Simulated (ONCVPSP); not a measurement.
## Before and after: ONCV potential for cobalt

ONCVPSP 4.0.1 input, shortened (lines: element, Z, core and valence counts, functional; n l f; lmax; l rc ep ncon nbas qcut; lloc lpopt rc5 dvloc0; l nproj debl; icmod fcfact rcfact), PBEsol, scalar-relativistic:

```
  Co 27.00    5    3  -116133      upf
    1    0    2.00
    2    0    2.00
    2    1    6.00
    3    0    2.00
    3    1    6.00
    3    2    7.00
    4    0    1.50
    4    1    0.50
    2
    0    1.95    0.00    3    7    2.90
    1    3.05    0.00    4    8    3.10
    2    1.35    0.00    4    9   12.90
    4    5    1.10   -1.00
    0    2    2.60
    1    1    3.30
    2    2    3.60
    1    0.35    0.00
```

Change: s: qcut 2.6.

Cutoffs: the cutoffs (Ha) at which the residual kinetic energy of the hardest occupied pseudo-wave falls to 1 and 0.1 mHa per electron; they do not see the model core or the augmentation charge, which bear on the density cutoff. Errors are all-electron minus pseudo energies relative to the spin-unpolarised reference configuration.

Predict the effect on cutoff, ghosts and configuration errors.

The potential gets neither clearly harder nor softer (60 Ha and 67 Ha → 60 Ha and 67 Ha); both files keep a bound ghost (s); of the 4 tests that both files solve, the error grows in 2 and shrinks in 0 by more than 15 % and 0.3 meV (median size 23.1 → 22.5 meV).

```csv
quantity,base,changed
"cutoff, loose",60 Ha,60 Ha
"cutoff, tight",67 Ha,67 Ha
loose cutoff by channel,"s 5.0 Ha, p 1.4 Ha, d 60 Ha","s 8.5 Ha, p 1.4 Ha, d 60 Ha"
bound ghosts,s,s
GHOST(+) flags under 300 eV,p at 2.3 eV,p at 2.3 eV
"error for 3d7 4s2 4p0, meV [ΔE -2.16 eV]",-0.3,-0.8
"error for 3d7 4s1 4p0, meV [ΔE 6.89 eV]",-5.9,-6.9
"error for 3d7 4s0 4p0, meV [ΔE 23.59 eV]",-40,-38
"error for 3d6 4s2 4p0, meV [ΔE 13.05 eV]",-165,-152
s: phases at 1.98 bohr within 0.05 rad from the reference energy up to (Ha; the scan ends near 5),4.4,4.5
p: phases at 3.09 bohr within 0.05 rad from the reference energy up to (Ha; the scan ends near 5),0.1,0.1
d: phases at 1.37 bohr within 0.05 rad from the reference energy up to (Ha; the scan ends near 5),to the end of the scan,to the end of the scan
"rms error of d²Exc/dni dnj with the model core, mHa",3.14,3.14
```

 A true bound ghost makes a file unfit for plane-wave use even where its test errors are small: the radial tests pick states by their node count and pass the ghost by.
